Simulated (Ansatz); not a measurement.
Born–Oppenheimer molecular dynamics of BClH₂Te (5 atoms, charge 0, multiplicity 1). It goes on from the last frame of an earlier run, with new velocities.

All numbers below come from Ansatz, RKS PBE0-D4/def2-SVP.

```json
{
  "ensemble": "NVT, Langevin thermostat",
  "time step": "1 fs",
  "steps asked": "150",
  "set temperature": "400 K",
  "friction": "0.02 /fs",
  "seed": "336518"
}
```

First frame:

```xyz
5
Properties=species:S:1:pos:R:3
Cl -1.208 -0.599 1.293
B -0.588 -0.380 -0.274
Te 1.298 0.666 -0.691
H -1.173 -0.837 -1.245
H 1.641 1.024 0.968
```

Task: How far do the bonds stretch over the last three quarters of this one trajectory? (Pairs bonded in most of those frames.)

Result: 
| bond | mean (Å) | spread (Å) | shortest | longest |
| --- | --- | --- | --- | --- |
| Cl1–B2 | 1.744 | 0.021 | 1.70 | 1.78 |
| B2–Te3 | 2.138 | 0.042 | 2.08 | 2.23 |
| B2–H4 | 1.215 | 0.050 | 1.11 | 1.31 |
| Te3–H5 | 1.673 | 0.046 | 1.59 | 1.76 |

Mean temperature of the second half: 521 K. The mean temperature of the second half is 30 % above the set value. A run of 0.15 ps of so small a system gives no equilibrium averages.

Time of the run: 6.5 min on 1 thread of Arm Neoverse V1, with other jobs on the host, peak memory 0.14 GiB.
